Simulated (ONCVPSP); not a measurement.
## Configuration tests for fluorine (F) (ONCV)

ONCVPSP 4.0.1 input, shortened (lines: element, Z, core and valence counts, functional; n l f; lmax; l rc ep ncon nbas qcut; lloc lpopt rc5 dvloc0; l nproj debl; icmod fcfact rcfact), LDA (Perdew-Wang 92), scalar-relativistic:

```
  F 9.00    1    2  -001012      upf
    1    0    2.00
    2    0    2.00
    2    1    4.75
    2
    0    0.55    0.00    4    8   11.80
    1    1.45    0.00    4    8    9.60
    2    1.30    0.21    4    9    7.10
    4    5    0.40   -1.00
    0    2    0.40
    1    3    1.60
    2    2    3.80
    2    0.60    0.95
```

In the s channel the program set the typed energies aside and used -1.237, 0.250 Ha.

Energies are relative to the spin-unpolarised reference configuration 2s2 2p4.75; without spin polarisation the order of configurations can differ from experiment.

(1) Give the all-electron excitation energy and the error of the potential for: 2s2 2p5; 2s2 2p4; 2s2 2p3; 2s1 2p5.

Levels in the configuration 2s1 2p5:

```csv
level,all-electron (eV),pseudo (eV)
2s,-47.252,-47.331
2p,-28.557,-28.620
```

Note: ghosts flagged at negative energy: s at -491.4 eV, d at -90.6 eV; no localised positive-energy state flagged. A true bound ghost makes a file unfit for plane-wave use.

## Answers

(1)

```
valence configuration  charge  ΔE all-electron (eV)  error AE − PS (meV)
              2s2 2p5       0                -3.309                 +1.6
              2s2 2p4      +1                16.249                  +25
              2s2 2p3      +2                54.767                 +254
              2s1 2p5      +1                34.906                  -28
```
